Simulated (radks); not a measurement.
Problem. The table gives one normalised radial function P(r) = r R(r) of Ar4+ in [Ne] 3s2 3p2 (r in bohr). Method: scalar-relativistic Kohn-Sham, exchange-only LDA, spin-polarised, spherical densities, point nucleus; open shells are filled with parallel spins first; computed with a radial shooting solver on a logarithmic mesh with Libxc functionals.

| r | P |
|---|---|
| 0.003154 | 0.0019 |
| 0.003977 | 0.0030 |
| 0.005016 | 0.0047 |
| 0.006377 | 0.0075 |
| 0.008042 | 0.0116 |
| 0.01014 | 0.0180 |
| 0.01279 | 0.0278 |
| 0.01626 | 0.0433 |
| 0.0205 | 0.0660 |
| 0.02586 | 0.0998 |
| 0.03287 | 0.1513 |
| 0.04146 | 0.2228 |
| 0.05228 | 0.3224 |
| 0.06646 | 0.4613 |
| 0.08382 | 0.6341 |
| 0.1057 | 0.8425 |
| 0.1333 | 1.0739 |
| 0.1695 | 1.3089 |
| 0.2137 | 1.4893 |
| 0.2695 | 1.5745 |
| 0.3426 | 1.5207 |
| 0.4321 | 1.3217 |
| 0.5449 | 1.0129 |
| 0.6927 | 0.6553 |
| 0.8736 | 0.3563 |
| 1.102 | 0.1541 |
| 1.389 | 0.0501 |
| 1.766 | 0.0107 |
| 2.228 | 0.0015 |
| 2.809 | 0.0001 |
| 3.571 | 0.0000 |
| 4.504 | 0.0000 |

Which n and l does it have? It may be an empty orbital.

Solution. n = 2, l = 1: the number of nodes gives n - l - 1 = 0, the rise at small r (about r^(l+1)) gives l, and the extent must fit the shell. The curve is that of 2p up; the table hardly tells the two spins apart. 2p up: eigenvalue -296.12 eV, 0 radial nodes, <r> = 0.376 bohr, 90 % of the charge inside 0.623 bohr.
